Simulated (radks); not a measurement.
Ionisation of the iodine ion I+, [Kr] 4d10 5s2 5p4, to [Kr] 4d10 5s2 5p3 as the strength of local exchange is varied. Calculated with a radial shooting solver on a logarithmic mesh with Libxc functionals: Dirac Kohn-Sham, Slater X-alpha exchange (alpha = 2/3 is LDA exchange), no correlation, spin-unpolarised, spherical densities, point nucleus; open shells are shared between the two j in proportion to 2j + 1.

alpha  E(I+) (hartree)  exchange (hartree)  IE (eV)  -e of the level emptied (eV)  <r> of it (bohr)
0.552      -7078.53459          -140.47954   17.460                12.694 (5p3/2)             2.434
0.667      -7107.85868          -170.41314   18.803                13.926 (5p3/2)             2.374
0.788      -7138.83682          -202.15613   20.268                15.278 (5p3/2)             2.315
0.818      -7146.53703          -210.06554   20.639                15.622 (5p3/2)             2.301
1.018      -7198.07139          -263.19311   23.195                18.004 (5p3/2)             2.214

NIST Atomic Spectra Database: 19.131 eV (measured). The Delta-SCF value meets it near alpha = 0.69. Spin polarisation and multiplet splitting are left out, so open shells lie too high by an amount that depends on their filling. Sharing an open shell by 2j + 1 raises it above the true ground level by a part of the spin-orbit splitting, which enters the differences from NIST.

Beside tabulated values, note that spin-unpolarised runs miss the spin-polarisation part of the exchange energy of open shells.
